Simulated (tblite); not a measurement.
Record of a relaxation.

Compound: C₂H₇OP₂Si₂ (doublet state).
SMILES with atom numbers: `[CH2:1][C:2](=[O:3])[SiH:4]1[PH:5][SiH2:6][PH:7]1` (hydrogens: H8, H9 on C1; H10 on Si4; H11 on P5; H12, H13 on Si6; H14 on P7)
Bond orders are those of one Lewis drawing.

Computed with GFN2-xTB (tblite), gas phase: L-BFGS steps from a force-field or distance-geometry start until the largest atomic force falls under 0.01 eV/Å. 8 of its 257 geometries are shown.

Step 0: E = -551.3562 eV, largest atomic force 4.921 eV/Å
```
atom  x, y, z in Å  |  force x, y, z in eV/Å
C1      3.048    0.212   -0.223   -2.622  -0.416   2.582
C2      1.696    0.857   -0.088    4.521   0.435  -1.893
O3      1.540    2.002   -0.439   -0.893   0.666   0.093
Si4     0.329   -0.111    0.639   -0.740  -1.433   0.656
P5     -1.325    1.019    1.544   -0.312   1.978   1.333
Si6    -2.673   -0.501    0.654   -0.240  -0.080  -0.432
P7     -1.088   -0.821   -0.868   -0.260  -1.269  -1.869
H8      3.014   -0.819    0.194    0.239   0.392  -0.857
H9      3.735    0.778    0.403    0.306   0.173  -0.746
H10     0.857   -1.125    1.558   -0.028   0.040   0.189
H11    -1.453    2.287    0.841    0.122  -1.344   0.201
H12    -2.877   -1.621    1.568   -0.041   0.082   0.129
H13    -3.880    0.045    0.040   -0.003  -0.101   0.030
H14    -0.924   -2.200   -1.285   -0.048   0.879   0.584
```

Step 37: E = -552.8299 eV, largest atomic force 0.133 eV/Å
```
atom  x, y, z in Å  |  force x, y, z in eV/Å
C1      2.946    0.309    0.046   -0.026   0.022   0.023
C2      1.766    0.938   -0.078   -0.052  -0.082  -0.065
O3      1.335    2.030   -0.415    0.028   0.075  -0.026
Si4     0.269   -0.211    0.575   -0.006  -0.010   0.069
P5     -1.263    0.973    1.748    0.063  -0.004  -0.031
Si6    -2.600   -0.384    0.526   -0.082  -0.004   0.007
P7     -1.107   -0.929   -1.104    0.050   0.034   0.119
H8      3.022   -0.742    0.234   -0.021  -0.048  -0.028
H9      3.850    0.885    0.123    0.061   0.099   0.015
H10     0.757   -1.315    1.424   -0.020   0.006  -0.024
H11    -1.295    2.025    0.843    0.026  -0.079   0.022
H12    -2.897   -1.548    1.363   -0.017   0.001  -0.008
H13    -3.823    0.238    0.027    0.049  -0.001  -0.059
H14    -0.961   -2.269   -0.777   -0.052  -0.008  -0.014
```

Step 73: E = -552.9164 eV, largest atomic force 0.102 eV/Å
```
atom  x, y, z in Å  |  force x, y, z in eV/Å
C1      2.773    0.623   -0.042   -0.036   0.008  -0.028
C2      1.450    0.819   -0.176   -0.045   0.024   0.005
O3      0.695    1.699   -0.568   -0.011  -0.063   0.013
Si4     0.406   -0.647    0.705    0.060  -0.016  -0.034
P5     -1.094    0.427    2.008   -0.011   0.069  -0.059
Si6    -2.487   -0.150    0.300   -0.024   0.020   0.072
P7     -1.011   -1.422   -0.896   -0.070  -0.006   0.036
H8      3.191   -0.335    0.189    0.025   0.024   0.005
H9      3.422    1.482   -0.036    0.088   0.009  -0.008
H10     1.258   -1.643    1.367   -0.036  -0.010   0.033
H11    -0.796    1.673    1.484   -0.018  -0.037   0.072
H12    -3.593   -0.940    0.858    0.059   0.029  -0.078
H13    -2.951    0.991   -0.488    0.024  -0.084   0.005
H14    -1.264   -2.579   -0.166   -0.003   0.033  -0.035
```

Step 110: E = -552.9497 eV, largest atomic force 0.054 eV/Å
```
atom  x, y, z in Å  |  force x, y, z in eV/Å
C1      2.572    0.757   -0.113   -0.017  -0.050   0.011
C2      1.241    0.663   -0.198   -0.002   0.016  -0.010
O3      0.300    1.294   -0.672   -0.013  -0.032  -0.022
Si4     0.462   -0.875    0.846   -0.001   0.016  -0.003
P5     -1.077    0.187    2.126   -0.011   0.020  -0.006
Si6    -2.246    0.037    0.178   -0.023   0.035  -0.029
P7     -0.922   -1.550   -0.814    0.008   0.010   0.008
H8      3.185   -0.044    0.250   -0.006   0.011   0.004
H9      3.046    1.706   -0.304    0.027   0.030   0.007
H10     1.416   -1.749    1.533    0.014  -0.024  -0.003
H11    -0.611    1.473    1.933    0.015  -0.014   0.019
H12    -3.563   -0.540    0.474    0.002  -0.011   0.012
H13    -2.353    1.241   -0.632   -0.007  -0.028   0.014
H14    -1.450   -2.601   -0.069    0.014   0.021  -0.002
```

Step 146: E = -552.9691 eV, largest atomic force 0.184 eV/Å
```
atom  x, y, z in Å  |  force x, y, z in eV/Å
C1      2.359    0.928    0.003   -0.089   0.128  -0.003
C2      1.124    0.493   -0.209    0.028  -0.098   0.111
O3      0.137    0.802   -0.915    0.049   0.055   0.039
Si4     0.500   -1.104    0.838    0.169  -0.071  -0.020
P5     -0.918    0.159    2.088   -0.020   0.030   0.020
Si6    -2.031    0.199    0.102    0.038   0.081  -0.098
P7     -0.926   -1.617   -0.817   -0.040   0.005   0.040
H8      3.031    0.446    0.686   -0.051   0.014  -0.020
H9      2.715    1.811   -0.509   -0.002  -0.128  -0.032
H10     1.431   -1.987    1.559   -0.051   0.062  -0.070
H11    -0.236    1.357    1.977   -0.013   0.001   0.029
H12    -3.361   -0.349    0.432    0.001  -0.009   0.023
H13    -2.209    1.454   -0.608   -0.007  -0.060   0.002
H14    -1.615   -2.593   -0.090   -0.012  -0.009  -0.021
```

Step 183: E = -552.9744 eV, largest atomic force 0.419 eV/Å
```
atom  x, y, z in Å  |  force x, y, z in eV/Å
C1      2.344    0.968    0.052   -0.409  -0.076  -0.054
C2      1.131    0.479   -0.225    0.196  -0.010   0.059
O3      0.174    0.750   -0.988    0.199   0.075   0.150
Si4     0.520   -1.128    0.784    0.041   0.048  -0.007
P5     -0.875    0.157    2.063    0.018  -0.059   0.017
Si6    -2.058    0.189    0.120    0.002  -0.040  -0.014
P7     -0.970   -1.609   -0.824   -0.029  -0.012   0.034
H8      2.983    0.515    0.787   -0.073   0.052  -0.002
H9      2.731    1.810   -0.496    0.033  -0.061  -0.103
H10     1.448   -1.996    1.515   -0.008  -0.016  -0.020
H11    -0.193    1.352    1.945   -0.010   0.024   0.003
H12    -3.386   -0.335    0.492    0.026   0.026   0.004
H13    -2.202    1.438   -0.600   -0.012   0.009  -0.032
H14    -1.647   -2.591   -0.086    0.027   0.040  -0.036
```

Step 219: E = -553.0030 eV, largest atomic force 0.092 eV/Å
```
atom  x, y, z in Å  |  force x, y, z in eV/Å
C1      2.413    0.929    0.103   -0.073   0.016  -0.033
C2      1.181    0.519   -0.226    0.020   0.030  -0.013
O3      0.306    0.833   -1.042    0.019  -0.027  -0.020
Si4     0.490   -1.067    0.759    0.012   0.041  -0.007
P5     -0.921    0.141    2.082    0.003   0.011   0.002
Si6    -2.154    0.150    0.157   -0.038   0.038   0.021
P7     -0.990   -1.517   -0.872    0.016  -0.005   0.016
H8      2.915    0.552    0.970    0.066  -0.038   0.051
H9      2.971    1.566   -0.563   -0.012   0.004  -0.019
H10     1.424   -1.990    1.410   -0.029   0.009   0.022
H11    -0.293    1.373    1.982   -0.025  -0.039  -0.030
H12    -3.486   -0.331    0.551    0.019   0.007  -0.015
H13    -2.238    1.387   -0.606    0.024  -0.033   0.056
H14    -1.619   -2.546   -0.167   -0.002  -0.012  -0.031
```

Step 256: E = -553.0106 eV, largest atomic force 0.010 eV/Å
```
atom  x, y, z in Å  |  force x, y, z in eV/Å
C1      2.471    0.883    0.110    0.003  -0.004  -0.001
C2      1.225    0.518   -0.225    0.004  -0.002   0.007
O3      0.377    0.843   -1.060    0.001   0.003  -0.004
Si4     0.464   -1.030    0.774   -0.006   0.000   0.007
P5     -0.967    0.156    2.095    0.004  -0.007  -0.006
Si6    -2.194    0.146    0.174   -0.003  -0.004   0.000
P7     -0.975   -1.451   -0.901   -0.001   0.004   0.006
H8      2.956    0.507    0.989   -0.005   0.000  -0.001
H9      3.060    1.468   -0.578    0.003   0.007  -0.004
H10     1.330   -1.977    1.482    0.002  -0.001   0.000
H11    -0.376    1.399    1.958    0.003   0.003  -0.001
H12    -3.529   -0.350    0.522    0.001   0.003  -0.005
H13    -2.241    1.412   -0.541   -0.004   0.000   0.002
H14    -1.602   -2.524   -0.261   -0.001  -0.003   0.000
```

Problem. Summarise the path.

Solution. The energy falls by 38.15 kcal/mol from step 0 to step 256; nine tenths of that is first reached at step 42. It rises by more than 0.2 meV at steps 144, 147, 150, 152, 162, 198, 201 and 211. The largest force goes from 4.921 to 0.010 eV/Å. Among the bonds C2–Si4 changes most, from 1.826 to 1.993 Å; the atoms move by 1.353 Å rms after alignment.

Problem. Follow the three bonds and two angles with the largest change from start to end.

Solution. 
```csv
step,E above end (kcal/mol),largest force (eV/Å),C2–Si4 (Å),C1–C2 (Å),Si4–P5 (Å),C2–Si4–P7 (°),Si4–P7–H14 (°)
0,38.15,4.921,1.826,1.505,2.199,112.5,115.7
11,6.04,0.229,2.001,1.348,2.268,112.3,101.6
22,4.60,0.150,2.012,1.347,2.264,111.8,95.6
33,4.33,0.120,1.994,1.347,2.257,112.3,95.7
45,3.30,0.334,2.019,1.345,2.259,111.8,95.1
56,2.68,0.090,2.009,1.344,2.268,110.2,93.9
67,2.37,0.071,2.003,1.345,2.271,107.8,92.2
78,2.02,0.136,2.002,1.345,2.266,104.9,91.8
89,1.71,0.095,2.010,1.342,2.263,100.3,90.8
100,1.55,0.077,2.018,1.339,2.262,98.5,92.3
111,1.40,0.046,2.017,1.338,2.266,94.6,93.8
122,1.32,0.043,2.022,1.335,2.265,91.0,94.3
134,1.24,0.070,2.020,1.332,2.266,90.6,95.5
145,1.09,0.202,2.015,1.323,2.270,90.0,95.2
156,0.85,0.433,1.999,1.338,2.284,91.1,95.1
167,0.84,0.440,1.993,1.338,2.286,90.8,95.3
178,0.83,0.420,1.993,1.337,2.288,90.7,95.3
189,0.72,0.234,1.987,1.335,2.290,91.0,94.0
200,0.46,0.078,1.975,1.336,2.285,91.0,95.4
211,0.29,0.127,1.984,1.337,2.277,91.5,95.2
223,0.14,0.075,1.987,1.340,2.278,91.2,94.3
234,0.13,0.088,1.989,1.340,2.278,91.1,94.2
245,0.02,0.040,1.996,1.340,2.280,91.0,95.1
256,0.00,0.010,1.993,1.340,2.280,90.9,95.1
```

The cost below is that of the whole relaxation. On one thread, Arm Neoverse V2 (aarch64), no GPU, shared host with 96 logical CPUs at a one-minute load of 75, this took 2.4 s.
